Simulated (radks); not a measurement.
Species: Fe2+. Configuration: [Ar] 3d6. Calculated with a radial shooting solver on a logarithmic mesh with Libxc functionals: scalar-relativistic Kohn-Sham, r2SCAN, spin-unpolarised, spherical densities, finite nucleus; meta-GGA in the generalised Kohn-Sham scheme; Fermi nuclear charge, rms radius 3.7377 fm.

Radial electron density D(r) = 4 pi r^2 rho(r):

r (bohr)  D(r) (e/bohr)
0.007499          6.103
0.009843          9.220
0.01292           13.41
0.01682           18.41
0.02208           23.97
0.02898           28.79
0.03804           31.28
0.04994           30.38
0.06555           26.94
0.08603           24.38
0.1129            26.39
0.1482            32.18
0.1946            34.84
0.2554            28.59
0.3352            17.79
0.44              12.90
0.5775            15.43
0.758             16.45
0.995             11.80
1.296             5.936
1.701             2.179
2.232            0.6456
2.93             0.1461
3.846           0.02027
5.048          0.001342

D(r) has 3 maxima, at r = 0.0406, 0.187, 0.694 bohr, and minima at 0.0888, 0.444 bohr, inside which lie 2.11, 10.68 electrons.
